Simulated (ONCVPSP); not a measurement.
**Before and after: ONCV potential for caesium (Cs)**

ONCVPSP 4.0.1 input, shortened (lines: element, Z, core and valence counts, functional; n l f; lmax; l rc ep ncon nbas qcut; lloc lpopt rc5 dvloc0; l nproj debl; icmod fcfact rcfact), LDA (Perdew-Wang 92), scalar-relativistic:

```
  Cs 55.00    9    2  -001012      upf
    1    0    2.00
    2    0    2.00
    2    1    6.00
    3    0    2.00
    3    1    6.00
    3    2   10.00
    4    0    2.00
    4    1    6.00
    4    2   10.00
    5    0    2.00
    5    1    6.00
    2
    0    2.00    0.00    4    7    2.90
    1    2.85    0.00    5   10    5.90
    2    2.20    0.16    4    7    4.50
    4    3    1.95    0.00
    0    2    3.80
    1    1    1.40
    2    3    1.80
    3    4.75    1.35
```

In the d channel the program set the typed energies aside and used 0.050, 1.850, 3.650 Ha.

All-electron outer shells of the reference configuration (LDA (PZ), scalar-relativistic, ld1.x):

```
shell  level (eV)  outermost node (bohr)  outermost maximum (bohr)
   5p      -18.83                   0.89                      1.76
```

Change: core correction Teter function, fcfact 4.75, rcfact 1.16.

Cutoffs: the cutoffs (Ha) at which the residual kinetic energy of the hardest occupied pseudo-wave falls to 1 and 0.1 mHa per electron; they do not see the model core or the augmentation charge, which bear on the density cutoff. Errors are all-electron minus pseudo energies relative to the spin-unpolarised reference configuration.

**Question.** Predict the effect on cutoff, ghosts and configuration errors.

**Answer.** The potential gets neither clearly harder nor softer (28 Ha and 33 Ha → 28 Ha and 33 Ha); both files keep a bound ghost (d); the errors of the 4 common tests hardly move. A model core, the more so a compact one, raises the density cutoff, which this test does not measure.

| quantity | base | changed |
| --- | --- | --- |
| cutoff, loose | 28 Ha | 28 Ha |
| cutoff, tight | 33 Ha | 33 Ha |
| bound ghosts | d | d |
| GHOST(+) flags under 300 eV | s at 156.0 eV | s at 156.0 eV |
| error for 5s2 5p6 6s1, meV [ΔE -4.00 eV] | +1.7 | +1.8 |
| error for 5s2 5p6 6s0.5, meV [ΔE -2.44 eV] | +1.2 | +1.2 |
| error for 5s2 5p6 6p1, meV [ΔE -2.52 eV] | +7.0 | +7.0 |
| error for 5s2 5p5 6s1, meV [ΔE 13.99 eV] | -3.1 | +3.3 |
| s: phases at 2.03 bohr within 0.05 rad from the reference energy up to (Ha; the scan ends near 5) | to the end of the scan | to the end of the scan |
| p: phases at 2.89 bohr within 0.05 rad from the reference energy up to (Ha; the scan ends near 5) | 0.3 | 0.3 |
| d: phases at 2.24 bohr within 0.05 rad from the reference energy up to (Ha; the scan ends near 5) | to the end of the scan | to the end of the scan |
| rms error of d²Exc/dni dnj with the model core, mHa | 0.23 | 2.31 |

 A true bound ghost makes a file unfit for plane-wave use even where its test errors are small: the radial tests pick states by their node count and pass the ghost by.
